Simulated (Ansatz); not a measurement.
One change: `C[Se][GeH2][Cl]` becomes `C[Se][GeH2][F]`.

Ansatz, PBE0-D4/def2-TZVP geometries, multiplicity 1. Each molecule was computed in one conformer, which needn't be the lowest.

Scalar relativity is left out up to krypton. Spin–orbit coupling is left out; it splits and shifts lone-pair levels of the heavy atoms by tenths of an eV.

```
                                                                                  property  `C[Se][GeH2][Cl]`
                                                      HOMO–LUMO gap (PBE0/def2-TZVPP) / eV               6.17
                                                        HOMO energy (PBE0/def2-TZVPP) / eV              -6.89
                                                     LUMO energy (ωB97M-V/def2-TZVPP) / eV               1.15
                                            zero-point energy (PBE0-D4/def2-TZVP) / kJ/mol              145.6
                                                       HOMO–LUMO gap (PBE/def2-TZVPP) / eV               4.15
ideal-gas entropy at 298 K and 1 bar (rigid rotor, harmonic PBE0-D4/def2-TZVP) / J/(mol·K)                372
```

Question: What does the change do to each property? (An estimate is asked.)

Answer: Ansatz gave: 
```csv
property,`C[Se][GeH2][F]`,shift
HOMO–LUMO gap (PBE0/def2-TZVPP) / eV,6.61,0.44
HOMO energy (PBE0/def2-TZVPP) / eV,-6.96,-0.07
LUMO energy (ωB97M-V/def2-TZVPP) / eV,1.49,0.34
zero-point energy (PBE0-D4/def2-TZVP) / kJ/mol,147.9,2.3
HOMO–LUMO gap (PBE/def2-TZVPP) / eV,4.57,0.42
"ideal-gas entropy at 298 K and 1 bar (rigid rotor, harmonic PBE0-D4/def2-TZVP) / J/(mol·K)",362,-10
```

With PBE0 the HOMO falls by 0.07 eV and the LUMO rises by 0.37 eV, so the gap widens by about 0.44 eV. PBE moves the HOMO by -0.07 eV and ωB97M-V by -0.09 eV. Modes under 60 cm⁻¹, often nearly free rotors, make the harmonic entropy too high.

Positive LUMOs are unbound, so they and the gaps depend on the basis.
